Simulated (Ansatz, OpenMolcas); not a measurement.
**From Ansatz to OpenMolcas**

This Ansatz 0.2.0 job computes CH3BF3Ge+ (SMILES [CH3][Ge+]([F])[B](F)F):

job.yaml:
```yaml
basis:
  gaussian: {orbitals: def2-SVP}
crystal:
  periodic: [false, false, false]
  atoms:
    - {symbol: C, position_ang: [-1.827570, -0.232630, -0.019740]}
    - {symbol: Ge, position_ang: [0.127990, 0.202360, -0.000590]}
    - {symbol: F, position_ang: [0.165210, 1.931220, -0.020140]}
    - {symbol: B, position_ang: [2.303130, -0.280720, 0.029180]}
    - {symbol: F, position_ang: [3.084040, 0.724700, 0.087070]}
    - {symbol: F, position_ang: [2.676590, -1.500590, -0.012720]}
    - {symbol: H, position_ang: [-2.003290, -1.308940, -0.075000]}
    - {symbol: H, position_ang: [-2.263930, 0.280640, -0.885140]}
    - {symbol: H, position_ang: [-2.262170, 0.183950, 0.897070]}
total_charge: 1
hamiltonian: {xc: {name: revPBE}}
accuracy: high
output: {orbitals: {seedname: orbitals}}
```

```bash
$ ansatz run job.yaml --threads 1 --pin off --max-ram 2610MiB --events-out events.jsonl --progress --plain --runs-dir runs
```

Geometry: a GFN2-xTB relaxation, a rough one for these elements and not checked as a minimum.

It gives a total energy of -2440.315906 Eh.

Problem. Translate the job to OpenMolcas 26.06 as an input file of the program's own, asking for the gradient.

Solution. This input was run:

coord.xyz:
```
9

C     -1.827570    -0.232630    -0.019740
Ge     0.127990     0.202360    -0.000590
F      0.165210     1.931220    -0.020140
B      2.303130    -0.280720     0.029180
F      3.084040     0.724700     0.087070
F      2.676590    -1.500590    -0.012720
H     -2.003290    -1.308940    -0.075000
H     -2.263930     0.280640    -0.885140
H     -2.262170     0.183950     0.897070
```

test.input:
```
* CH3BF3Ge Kohn-Sham DFT

&GATEWAY
 BasLib=$CurrDir
 Coord=coord.xyz
 Basis=def2-SVP
 Group=NoSym

&SEWARD
 GridInput
 Grid=UltraFine
 End of Grid

&SCF
 Charge=1
 KSDFT=revPBE
 Thresholds=1e-10 1e-07 1e-07 1e-05
 PrOrbitals=1 2

&ALASKA
```

```bash
$ export MOLCAS_MEM=2480
$ pymolcas test.input > test.log
```

(Basis files named in the input come from the Basis Set Exchange and aren't shown.)

Its energy is -2440.315906 Eh, 0.000 mEh from the first.
